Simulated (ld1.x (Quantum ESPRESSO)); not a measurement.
## Ranking TM potentials for zirconium

All share these settings but for the change named:

| Quantity | Value |
| --- | --- |
| Element | Zr |
| Generator | ld1.x (Quantum ESPRESSO) 7.5 |
| Type | norm-conserving Troullier–Martins (Kleinman–Bylander form) |
| Functional | PBE |
| Relativity | scalar-relativistic |
| Frozen core | [Kr] |
| Valence charge | 4 |
| Reference configuration | 4d2 5s1.5 5p0.5 |
| Partial waves | 5p (bound): rc 3.75 bohr; 4d (bound): rc 1.80 bohr; 5s (bound): rc 3.15 bohr |
| Local potential | the s channel |
| Core correction | Bessel-smoothed model core inside 1.50 bohr |

Cutoff: the first of the cutoffs (Ry, on a coarse ladder) from which the occupation-weighted sum of valence levels, in a spherical-Bessel basis at the reference potential, stays within 10 and 1 mRy of its value at 400 Ry; the density cutoff is not measured.

The base gives 30 Ry.

Of 9 variants that were run, those that failed, showed a ghost or another fault, or gave nearly equal values are left out.

A variant can come out equal or close to the base.

Problem. Rank these variants from softest to hardest (loose cutoff).
A. wave 4d (bound): rc 1.80 bohr becomes 4d (bound): rc 1.74 bohr
B. wave 4d (bound): rc 1.80 bohr becomes 4d (bound): rc 1.58 bohr
C. wave 4d (bound): rc 1.80 bohr becomes 4d (bound): rc 2.66 bohr
D. wave 4d (bound): rc 1.80 bohr becomes 4d (bound): rc 2.50 bohr

Solution. C (21 Ry), D (25 Ry), A (30 Ry), B (35 Ry).
